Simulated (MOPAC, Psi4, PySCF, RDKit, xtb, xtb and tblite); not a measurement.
Conformational energy of H8O2Si3, SMILES O[SiH2][SiH2]O[SiH3]. Scanned: dihedral H6–O1–Si2–Si3; all other coordinates were relaxed at GFN2-xTB. Points at φ and −φ are mirror images.

Geometry of the scan point at 140° (Å):
```
13

O      3.0649    -0.6943    -0.7266
Si     1.9197    -0.2806     0.3654
Si     0.7784     1.4018    -0.6867
O     -0.4409     1.7726     0.3257
Si    -1.7385     2.4886     0.9636
H      3.9596    -0.9051    -0.4797
H      2.6056     0.1045     1.6144
H      1.1894    -1.5087     0.7235
H      1.5175     2.6596    -0.8959
H      0.1486     1.0894    -1.9791
H     -2.7486     1.4399     1.0834
H     -1.3035     3.0033     2.2600
H     -2.1802     3.5639     0.0771
```

- GFN2-xTB (xtb and tblite)
- PBE0/def2-TZVP // GFN2-xTB (Psi4)
- PBE0-D3(BJ)/def2-TZVP // GFN2-xTB (Psi4)
- PBE/def2-TZVP // GFN2-xTB (Psi4)
- PBE-D3(BJ)/def2-TZVP // GFN2-xTB (Psi4)
- wB97X-D/def2-TZVP // GFN2-xTB (Psi4)
- MP2/cc-pVTZ = DF-MP2 (frozen core)/cc-pVTZ // GFN2-xTB in Psi4 1.11
- HF/cc-pVTZ // GFN2-xTB (Psi4)
- UFF // GFN2-xTB (RDKit)
- PM3, restricted, heats of formation // GFN2-xTB (MOPAC)
- PM6, restricted, heats of formation // GFN2-xTB (MOPAC)
- GFN1-xTB // GFN2-xTB (xtb)
- RKS-B3LYP/6-31G* = restricted B3LYP/6-31G*, spherical d, density fitting // GFN2-xTB (PySCF 2.14.0)
- RMP2/6-31G* = restricted MP2 (frozen core)/6-31G*, spherical d // GFN2-xTB (PySCF)
- RHF/3-21G = restricted Hartree-Fock/3-21G // GFN2-xTB run with PySCF
- RHF/STO-3G = PySCF with restricted Hartree-Fock/STO-3G // GFN2-xTB

Least-squares fit of E(φ) = a0 + Σ (a_n cos nφ + b_n sin nφ), n = 1 to 4, to the 18 scan points, in kcal/mol above the lowest point of each profile (levels whose profile four harmonics don't fit are not listed):

```csv
method,a0,a1,b1,a2,b2,a3,b3,a4,b4,rms of fit
GFN2-xTB,1.46,0.76,0.00,-0.31,0.00,0.41,0.00,0.02,0.00,0.01
PBE0/def2-TZVP,0.39,0.33,0.00,0.07,0.00,0.14,0.00,0.00,0.00,0.00
PBE0-D3(BJ)/def2-TZVP,0.39,0.31,0.00,0.06,0.00,0.15,0.00,0.00,0.00,0.00
PBE/def2-TZVP,0.28,0.24,0.00,0.11,0.00,0.17,0.00,0.00,0.00,0.01
PBE-D3(BJ)/def2-TZVP,0.28,0.22,0.00,0.10,0.00,0.17,0.00,0.00,0.00,0.01
wB97X-D/def2-TZVP,0.43,0.38,0.00,0.05,0.00,0.12,0.00,0.00,0.00,0.00
MP2/cc-pVTZ,0.57,0.41,0.00,0.03,0.00,0.20,0.00,-0.01,0.00,0.01
HF/cc-pVTZ,0.53,0.51,0.00,0.07,0.00,0.09,0.00,0.00,0.00,0.00
UFF,2.10,2.69,0.00,0.55,0.00,-0.26,0.00,-0.19,0.00,0.29
PM3,0.53,-0.29,0.00,0.40,0.00,0.05,0.00,-0.08,0.00,0.05
PM6,0.31,-0.25,0.00,0.27,0.00,-0.24,0.00,0.01,0.00,0.04
GFN1-xTB,0.72,-0.59,0.00,-0.16,0.00,0.11,0.00,0.03,0.00,0.05
RKS-B3LYP/6-31G*,0.37,0.32,0.00,0.15,0.00,0.22,0.00,0.01,0.00,0.01
RMP2/6-31G*,0.76,0.63,0.00,0.08,0.00,0.24,0.00,0.01,0.00,0.01
RHF/3-21G,1.17,0.96,0.00,-0.17,0.00,0.09,0.00,0.03,0.00,0.03
RHF/STO-3G,1.33,0.93,0.00,0.17,0.00,0.50,0.00,-0.07,0.00,0.06
```
